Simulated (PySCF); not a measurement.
Te(Et)(iPr), SMILES [Te](C(C)C)CC (C5H12Te), GFN2-xTB optimised geometry.

```
18

Te    -1.23    -1.46     0.00
C     -1.56     0.70     0.00
C     -1.22     1.38     1.31
H     -2.61     0.81    -0.23
H     -0.99     1.13    -0.82
H     -0.16     1.31     1.53
H     -1.77     0.94     2.13
H     -1.48     2.44     1.25
C      0.97    -1.46     0.00
C      1.54    -1.37     1.40
C      1.53    -0.38    -0.90
H      1.21    -2.44    -0.42
H      2.62    -1.46     1.38
H      1.29    -0.42     1.86
H      1.15    -2.17     2.03
H      1.12    -0.46    -1.91
H      2.61    -0.48    -0.97
H      1.31     0.61    -0.51
```

Density from PBE0/def2-SVP, def2 effective core potentials past Kr (PySCF) at that geometry. The core electrons that the potentials of Te replace are not part of the density.

Minimum of the electron density along straight lines between bonded atoms, close to the bond critical point (lines longer than 1.1 times the sum of covalent radii, or with two minima, are not listed):

```json
[
 {"bond": "Te1–C2", "length / Å": "2.181", "ρ at the minimum / e bohr⁻³": "0.106", "∇²ρ there / e bohr⁻⁵": "(withheld)", "position (fraction from the first atom)": "0.51"},
 {"bond": "C2–C3", "length / Å": "1.514", "ρ at the minimum / e bohr⁻³": "0.247", "∇²ρ there / e bohr⁻⁵": "-0.57", "position (fraction from the first atom)": "0.51"},
 {"bond": "C2–H4", "length / Å": "1.087", "ρ at the minimum / e bohr⁻³": "0.278", "∇²ρ there / e bohr⁻⁵": "-1.03", "position (fraction from the first atom)": "0.63"},
 {"bond": "C2–H5", "length / Å": "1.087", "ρ at the minimum / e bohr⁻³": "0.279", "∇²ρ there / e bohr⁻⁵": "-1.04", "position (fraction from the first atom)": "0.63"},
 {"bond": "C3–H6", "length / Å": "1.087", "ρ at the minimum / e bohr⁻³": "0.277", "∇²ρ there / e bohr⁻⁵": "-1.01", "position (fraction from the first atom)": "0.62"},
 {"bond": "C3–H7", "length / Å": "1.088", "ρ at the minimum / e bohr⁻³": "0.277", "∇²ρ there / e bohr⁻⁵": "-1.02", "position (fraction from the first atom)": "0.63"},
 {"bond": "C3–H8", "length / Å": "1.090", "ρ at the minimum / e bohr⁻³": "0.274", "∇²ρ there / e bohr⁻⁵": "-0.99", "position (fraction from the first atom)": "0.62"},
 {"bond": "Te1–C9", "length / Å": "2.201", "ρ at the minimum / e bohr⁻³": "0.104", "∇²ρ there / e bohr⁻⁵": "(withheld)", "position (fraction from the first atom)": "0.51"},
 {"bond": "C9–C10", "length / Å": "1.517", "ρ at the minimum / e bohr⁻³": "0.248", "∇²ρ there / e bohr⁻⁵": "-0.57", "position (fraction from the first atom)": "0.51"},
 {"bond": "C9–C11", "length / Å": "1.515", "ρ at the minimum / e bohr⁻³": "0.248", "∇²ρ there / e bohr⁻⁵": "-0.57", "position (fraction from the first atom)": "0.51"},
 {"bond": "C9–H12", "length / Å": "1.091", "ρ at the minimum / e bohr⁻³": "0.278", "∇²ρ there / e bohr⁻⁵": "-1.02", "position (fraction from the first atom)": "0.63"},
 {"bond": "C10–H13", "length / Å": "1.091", "ρ at the minimum / e bohr⁻³": "0.274", "∇²ρ there / e bohr⁻⁵": "-0.99", "position (fraction from the first atom)": "0.62"},
 {"bond": "C10–H15", "length / Å": "1.088", "ρ at the minimum / e bohr⁻³": "0.277", "∇²ρ there / e bohr⁻⁵": "-1.02", "position (fraction from the first atom)": "0.63"},
 {"bond": "C11–H16", "length / Å": "1.088", "ρ at the minimum / e bohr⁻³": "0.277", "∇²ρ there / e bohr⁻⁵": "-1.02", "position (fraction from the first atom)": "0.63"},
 {"bond": "C11–H17", "length / Å": "1.090", "ρ at the minimum / e bohr⁻³": "0.274", "∇²ρ there / e bohr⁻⁵": "-0.99", "position (fraction from the first atom)": "0.62"},
 {"bond": "C11–H18", "length / Å": "1.088", "ρ at the minimum / e bohr⁻³": "0.276", "∇²ρ there / e bohr⁻⁵": "-1.01", "position (fraction from the first atom)": "0.62"}
]
```

Problem. What belongs in the gaps?

Solution. 
- Te1–C2, ∇²ρ there / e bohr⁻⁵: 0.01
- Te1–C9, ∇²ρ there / e bohr⁻⁵: 0.00
